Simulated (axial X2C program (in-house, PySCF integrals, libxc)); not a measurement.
# Low determinants of RuO at the PBE0 level, with spin–orbit coupling

Computed with an axial X2C code built on PySCF integrals. Two-component (2c) means X2C with spin–orbit coupling and atomic mean-field two-electron Coulomb and Gaunt terms. Basis: Ru dyall-cv3z [12s12p8d5f3g], O dyall-av3z [7s6p3d2f] (cores contracted in-house); Gaussian nuclei, density fitting, unrestricted open shells. Masses: Ru 101.904 u, O 15.995 u.

Search at 1.710 Å (vertical energies from the lowest determinant):

```csv
ΔE (eV),state,electrons beyond evenly filled partner blocks,"electrons in ±ω = 1/2, 3/2, 5/2, 7/2"
0.00,Ω = 4,"ω = 3/2, ω = 5/2",34 15 3 0
0.76,Ω = 1,"ω = -1/2, ω = 3/2",33 15 4 0
0.82,Ω = 3,"2 × ω = -1/2, ω = 3/2, ω = 5/2",34 15 3 0
0.92,Ω = 2,"2 × ω = 1/2, ω = -3/2, ω = 5/2",34 15 3 0
1.01,Ω = 1,2 × ω = 1/2,34 14 4 0
1.03,Ω = 2,"ω = 1/2, ω = 3/2",33 15 4 0
1.07,Ω = 3,"ω = 1/2, ω = 5/2",35 14 3 0
```

Lowest determinant, Ω = 4 (⟨Sz⟩ = 2.00, ⟨Lz⟩ = 2.00 at PBE0): Re = 1.693 Å, ωe = 920.5 cm⁻¹.

The determinant in row 2 of the search, Ω = 1 (⟨Sz⟩ = 0.98, ⟨Lz⟩ = 0.02 at PBE0), was followed along the bond at PBE0; measured from the minimum of the lowest determinant it gives:

Te = 0.729 eV (5878 cm⁻¹), Re = 1.669 Å, ωe = 982.9 cm⁻¹.

(1) Compare the bond of the determinant in row 2 with that of the lowest one.

The search compares states at one distance, so a state with another bond length can lie lower; it is not exhaustive and yields mostly the lowest determinant of each block pattern, so other components and higher states of one pattern are missing. These are energies of single determinants, not of spin-adapted states; PBE0 term energies can be off by some tenths of an eV, and the functional has no current term. Open-shell Ω = 0 determinants with evenly filled partner blocks cannot be reached by this program, so the Ω shown need not be the lowest component. The lowest determinant need not be the ground state where others lie within half an eV. Some points of a curve did not converge.

Results:

(1) At PBE0 its Re is 0.024 Å shorter and its force constant, which goes as ωe², is 1.14 times that of the lowest determinant. T0 ≈ Te + Δωe/2 = 5878 + (31) = 5909 cm⁻¹.
